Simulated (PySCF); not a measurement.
CH10NSSi3 (doublet state).
SMILES with atom numbers: `[CH3:1][S:2][SiH2:3][N:4]([SiH2:5])[SiH3:6]` (hydrogens: H7, H8, H9 on C1; H10, H11 on Si3; H12, H13 on Si5; H14, H15, H16 on Si6)

Geometry (GFN2-xTB, Å), atoms numbered from 1 in this order:
```
atom  x, y, z in Å
C1     3.278   -0.348    0.158
S2     1.725   -0.697    1.052
Si3    0.392    0.282   -0.285
N4    -1.166    0.036    0.409
Si5   -1.333   -1.065    1.768
Si6   -2.496    0.928   -0.272
H7     3.415    0.725    0.078
H8     4.085   -0.786    0.734
H9     3.235   -0.798   -0.828
H10    0.747    1.698   -0.372
H11    0.507   -0.335   -1.608
H12   -1.388   -2.433    1.256
H13   -2.509   -0.654    2.532
H14   -3.710    0.172    0.015
H15   -2.534    2.262    0.327
H16   -2.255    1.023   -1.709
```

The hyperfine couplings belong to this conformer and change with its torsions.

Method used: UKS B3LYP, pcH-1 on C H N S Si, non-relativistic, mean-field spin-orbit, GIAO in PySCF 2.14.0. Geometry: GFN2-xTB, one conformer, isolated molecule. Couplings are sensitive to structure, and on GFN2-xTB geometries they can be far from those on DFT ones, by a factor of two or more for some ions and for spin on atoms past the first row. Stability of the SCF solution: not tested.

The isotropic 29Si couplings are -578.4, -27.4, -6.6 MHz. Assign them to Si3; Si5; Si6.

```
site  a_iso (MHz)  ρ(0) (bohr⁻³)                 position  distance from Si5 (Å)  spin population  largest |T| (MHz)
 Si3         -6.6        +0.0074         2 bonds from Si5                   3.00            -0.01                2.5
 Si5       -578.4        +0.6521  largest spin population                   0.00            +0.87              163.8
 Si6        -27.4        +0.0309         2 bonds from Si5                   3.08            +0.01                4.1
```

ρ(0) is the spin density at the nucleus and T the dipolar tensor; a_iso includes a spin–orbit part; entries for several nuclei are means. The largest Mulliken spin population is on Si5 (+0.87). The angles at Si5 add up to 330.9°, so it is pyramidal.

Nuclei that the bonding pattern makes equivalent are averaged, as if the motion that swaps them (rotation, inversion, ring flip) were fast. The three 1H nuclei of mean +5.6 MHz run from -1.0 to 17.7 MHz in the frozen geometry. The 1H value of +71.6 MHz is a mean of couplings from 48.5 to 94.6 MHz in this one geometry, not an average over conformers.
